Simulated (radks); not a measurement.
Task: Ionisation of the tantalum ion Ta+, [Xe] 4f14 5d3 6s1, to [Xe] 4f14 5d3 as the strength of local exchange is varied. Calculated with a radial shooting solver on a logarithmic mesh with Libxc functionals: Dirac Kohn-Sham, Slater X-alpha exchange (alpha = 2/3 is LDA exchange), no correlation, spin-unpolarised, spherical densities, finite nucleus; open shells fill j = l - 1/2 first; Fermi nuclear charge, rms radius 5.3507 fm.

alpha  E(Ta+) (hartree)  exchange (hartree)  IE (eV)  -e of the level emptied (eV)  <r> of it (bohr)
0.574       -15564.9367           -257.7669   13.558                10.205 (6s1/2)             3.164
0.667       -15606.7613           -300.4046   14.170                10.792 (6s1/2)             3.107
0.733       -15636.5171           -330.8104   14.614                11.221 (6s1/2)             3.067
0.75        -15644.1914           -338.6619   14.729                11.333 (6s1/2)             3.057
0.752       -15645.0945           -339.5861   14.742                11.346 (6s1/2)             3.055
0.754       -15645.9977           -340.5105   14.756                11.359 (6s1/2)             3.054
x           -15747.9642           -445.2112   16.327                12.901 (6s1/2)             2.923

Which alpha was used in the last row?

Result: alpha = 0.979. NIST Atomic Spectra Database: 16.2 +/- 0.5 eV (semi-empirical). The Delta-SCF value meets it near alpha = 0.96. Spin polarisation and multiplet splitting are left out, so open shells lie too high by an amount that depends on their filling.

Beside tabulated values, note that spin-unpolarised runs miss the spin-polarisation part of the exchange energy of open shells.
